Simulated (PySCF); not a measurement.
InF, SMILES [F][In] (connectivity only; charge and spin as stated), neutral, multiplicity 1. Geometry optimised at B3LYP-D3(BJ)/def2-TZVP. The def2 effective core potentials stand for the cores of In; spin–orbit coupling is left out.

The numbers are results of B3LYP-D3(BJ)/def2-TZVP (PySCF), not measurements.

Harmonic wavenumbers (cm⁻¹): 515. Rotational constants (GHz): 7.667 (linear); symmetry number 1.

Work out the zero-point energy and the ideal-gas rigid-rotor harmonic-oscillator thermochemistry at 298.15 K and 1 atm.

ZPE = ½ Σ hcν = ½ × 515 cm⁻¹ = 3.08 kJ/mol. H − E(el) = 12.32 kJ/mol. Entropy in J/(mol K): translation 169.81, rotation 64.00, vibration 2.60, total 236.42. G − E(el) = -58.17 kJ/mol. Cp = 34.19 J/(mol K).
